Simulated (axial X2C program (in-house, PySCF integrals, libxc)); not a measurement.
# Low determinants of BBr at the PBE0 level, 2c

All values were computed with an axial X2C code built on PySCF integrals. Two-component (2c) means X2C with spin–orbit coupling and atomic mean-field two-electron Coulomb and Gaunt terms. Basis: Br dyall-cv3z [8s9p6d4f1g], B dyall-v3z [7s6p2d1f] (cores contracted in-house); Gaussian nuclei, density fitting, unrestricted open shells. Masses: Br 78.918 u, B 11.009 u.

Search at 1.894 Å (vertical energies from the lowest determinant):

| ΔE (eV) | state | electrons beyond evenly filled partner blocks | electrons in ±ω = 1/2, 3/2, 5/2, 7/2 |
| --- | --- | --- | --- |
| 0.00 | Ω = 0 | none | 28 10 2 0 |
| 2.06 | Ω = 2 | ω = 1/2, ω = 3/2 | 27 11 2 0 |
| 2.90 | Ω = 1 | 2 × ω = 1/2 | 28 10 2 0 |
| 2.95 | Ω = 1 | ω = -1/2, ω = 3/2 | 27 11 2 0 |
| 5.76 | Ω = 1 | ω = -1/2, ω = 3/2 | 29 9 2 0 |
| 5.79 | Ω = 3 | 2 × ω = 3/2 | 28 10 2 0 |
| 5.91 | Ω = 2 | ω = 1/2, ω = 3/2 | 29 9 2 0 |

Lowest determinant, Ω = 0 (closed shell): Re = 1.890 Å, ωe = 683.7 cm⁻¹.

The determinant in row 2 of the search, Ω = 2 (⟨Sz⟩ = 1.00, ⟨Lz⟩ = 1.00 at PBE0), was followed along the bond at PBE0; measured from the minimum of the lowest determinant it gives:

Te = 2.046 eV (16499 cm⁻¹), Re = 1.852 Å, ωe = 763.9 cm⁻¹.

(1) Compare the bond of the determinant in row 2 with that of the lowest one.

The search compares states at one distance, so a state with another bond length can lie lower; it is not exhaustive and yields mostly the lowest determinant of each block pattern, so other components and higher states of one pattern are missing. These are energies of single determinants, not of spin-adapted states; PBE0 term energies can be off by some tenths of an eV, and the functional has no current term. Open-shell Ω = 0 determinants with evenly filled partner blocks cannot be reached by this program, so the Ω shown need not be the lowest component.

## Answers

(1) At PBE0 its Re is 0.038 Å shorter and its force constant, which goes as ωe², is 1.25 times that of the lowest determinant. T0 ≈ Te + Δωe/2 = 16499 + (40) = 16539 cm⁻¹.
